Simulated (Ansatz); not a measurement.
`F[Si](F)(S)S` + H–F → `F[Si](F)(F)S` + H₂S at 700 K and 1 bar (ligand exchange at the Si–S bond).

Program: Ansatz. Geometries: PBE0-D4/def2-TZVP. ΔE: electronic, gas phase. CCSD(T)/CBS is the MP2 limit (def2-TZVPP, def2-QZVPP) plus CCSD(T) − MP2 in def2-TZVPP, frozen cores. This one scheme is used for every species. Each species was taken in one conformer, which may not be the lowest.

| species | CCSD(T)/CBS energy (Eh) | H − E (kJ/mol) | S (J/(mol·K)) |
| --- | --- | --- | --- |
| `F[Si](F)(S)S` | -1285.62107 | 139.1 | 456.7 |
| H–F | -100.39570 | 45.2 | 198.5 |
| `F[Si](F)(F)S` | -987.07717 | 111.5 | 420.2 |
| H₂S | -398.97279 | 64.8 | 236.9 |

H − E and S are ideal-gas, rigid-rotor, harmonic terms from PBE0-D4/def2-TZVP, for one conformer and one mirror image of each species. 1 Eh = 2625.50 kJ/mol, R = 8.31446 J/(mol·K).

Q: By hand: ΔE, ΔH, ΔS and ΔG.

A: ΔE = (-987.07717) + (-398.97279) − (-1285.62107) − (-100.39570) = -0.03319 Eh = -87.1 kJ/mol. Δ(H − E) = 111.5 + 64.8 − 139.1 − 45.2 = -8.0, so ΔH = -95.1 kJ/mol. ΔS = 420.2 + 236.9 − 456.7 − 198.5 = 1.9 J/(mol·K). ΔG = -95.1 − 700 × (1.9)/1000 = -96.4 kJ/mol.

Q: By hand: the equilibrium constant, and the temperature at which ΔG would vanish if ΔH and ΔS stayed fixed.

A: log₁₀ K = −ΔG/(RT ln 10) = 7.2. ΔH and −TΔS have one sign here, so there is no such temperature.

The number of gas molecules stays the same, so ΔS is small and ΔH decides. A doubt of 5 kJ/mol in ΔE shifts log₁₀ K by 0.4 here. Other conformers and mirror images would add mixing entropy, several J/(mol·K) or more a flexible species. These are equilibria of isolated gas molecules and say nothing of rates. Largest T1 diagnostic: 0.012 (customary marks: 0.02 for closed shells, 0.045 for open ones).

ΔS is within the doubt of such terms, so its sign, and with it that verdict, could turn.
